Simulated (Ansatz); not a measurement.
Reaction (germylene formation by 1,1-elimination): `[CH3][GeH]([F])[F]` → `[CH3][Ge][F]` + H–F

Computed with Ansatz on PBE0-D4/def2-TZVP structures; ΔE is electronic, products minus reactants. CCSD(T)/CBS is the MP2 limit (def2-TZVPP, def2-QZVPP) plus CCSD(T) − MP2 in def2-TZVPP, frozen cores. This one scheme is used for every species. Functionals use def2-TZVPP. For Ge outer-core shells are correlated without core-valence functions, which leaves a few kJ/mol of doubt a bond. Scalar relativity is left out up to krypton.

`[CH3][GeH]([F])[F]`:

Cartesian coordinates in Å:
```
C 0.463 -0.952 0.017
Ge -0.388 0.765 -0.130
F 0.657 1.955 0.569
F -1.786 0.773 0.890
H -0.204 -1.733 -0.351
H 1.386 -0.964 -0.565
H 0.697 -1.143 1.065
H -0.826 1.299 -1.496
```

`[CH3][Ge][F]`:

Cartesian coordinates in Å:
```
C -0.185 0.158 0.531
Ge 0.611 -1.236 -0.631
F 0.594 -0.245 -2.093
H -0.302 -0.169 1.566
H -1.164 0.439 0.127
H 0.445 1.052 0.499
```

H–F:

```xyz
2

F    -0.116    0.407   -0.181
H     0.116   -0.407    0.181
```

| level | ΔE (kJ/mol) |
| --- | --- |
| revPBE-D4 | 161.4 |
| PBE0-D4 | 185.1 |
| r2SCAN0-D4 | 202.6 |
| ωB97M-V | 178.8 |
| revPBE | 152.9 |
| PBE0 | 182.4 |
| r2SCAN0 | 201.6 |
| CCSD(T)/def2-TZVPP | 193.3 |

What does CCSD(T)/CBS give? (Best estimate.)

Ansatz gave: +178.7 kJ/mol. The listed levels differ from it by -17.3, 6.4, 23.9, 0.1, -25.8, 3.7, 22.9, 14.6 kJ/mol.

What do rigid-rotor, harmonic-oscillator terms from PBE0-D4/def2-TZVP frequencies (298.15 K, 1 bar) make of the CCSD(T)/CBS value? (An estimate is asked.)

The calculation gave: ΔZPE = -8.0 kJ/mol, ΔH = +176.3 kJ/mol, ΔS = 149 J/(mol·K), ΔG = +131.9 kJ/mol.

Largest T1 diagnostic among the species: 0.013.

From PBE to PBE0 (25 % exact exchange), in def2-TZVPP and without D4, ΔE moves by +16.4 kJ/mol. At CCSD(T), def2-SVP lies +21.1 kJ/mol from the extrapolated value and def2-TZVPP +14.6 kJ/mol.
